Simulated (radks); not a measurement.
Initial-state core-level shifts of the iridium ion Ir+ when its valence configuration changes from [Xe] 4f14 5d7 6s1. All-electron calculation, Dirac Kohn-Sham, PBE, spin-unpolarised, spherical densities, finite nucleus; open shells are shared between the two j in proportion to 2j + 1; Fermi nuclear charge, rms radius 5.4032 fm. Program: a radial shooting solver on a logarithmic mesh with Libxc functionals. Shifts are changes of the shell-averaged eigenvalues in eV (positive: less bound); the change of the density at the nucleus, which sets a Mossbauer isomer shift, is in e/bohr^3, on a base of 1.821e+06.

valence                    1s       2p       4p       4d  density at nucleus
4f12 5d7 6s1 6p2      -33.690  -35.896  -34.836  -33.760              +333.8
4f14 5d5 6s1 6p2       -9.899  -10.164  -10.021  -10.027               +63.6
4f14 5d5.5 6s0.5 6p2   -8.147   -8.318   -8.229   -8.232               -29.4
4f13 5d7 6s2          -14.665  -15.755  -15.355  -14.834              +300.7
4f13 5d8 6s1          -11.254  -12.182  -11.860  -11.335              +128.8
4f13.5 5d7 6s1 6p0.5   -8.037   -8.549   -8.390   -8.132               +78.4
4f14 5d6.5 6s1.5       -1.574   -1.649   -1.620   -1.623               +79.7
4f12 5d9 6s1          -22.977  -24.901  -24.033  -22.957              +263.7
4f13.5 5d7 6s1.5       -7.192   -7.724   -7.558   -7.302              +144.8
